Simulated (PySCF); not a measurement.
How methods differ on the ionisation energy of I³⁹⁺

I³⁹⁺ [Ne] 3s2 3p2 [3p1/2^2, M_J = 0] → I⁴⁰⁺ [Ne] 3s2 3p1 [3p1/2^1, M_J = 1/2], as a difference of total energies. Calculation: PySCF 2.14, in an even-tempered Gaussian basis (18 s from 8.1 bohr⁻², ratio 2.4; 14 p from 11 bohr⁻², ratio 2.4; 4 d from 37 bohr⁻², ratio 2.6; 4 f from 56 bohr⁻², ratio 2.6); the two-component X2C-1e Hamiltonian. Correlated levels: 1s2 frozen; the 54 highest virtual spinors dropped. "Screened" scales the spin-orbit matrix elements by Boettger's factors to mimic the two-electron term; Breit and QED terms are absent.

```csv
method,ionisation energy (eV)
GHF (spin-free),2794.3
GMP2 (spin-free),2795.0
GHF (screened spin-orbit),2837.0
GMP2 (screened spin-orbit),2838.8
```

Breit and QED terms and the two-electron picture change are absent.

The spin-free rows relax to the high-spin LS determinant and lack the spin-orbit shift.

The labels give the starting determinants; with spin-orbit coupling the two ends relaxed to ⟨J²⟩ = 0.00, ⟨L²⟩ = 1.34, ⟨S²⟩ = 1.34 and ⟨J²⟩ = 0.75, ⟨L²⟩ = 2.01, ⟨S²⟩ = 0.76.

For comparison: 2836 ± 4 eV (theoretical estimate listed by NIST; NIST Atomic Spectra Database, ionization energies).
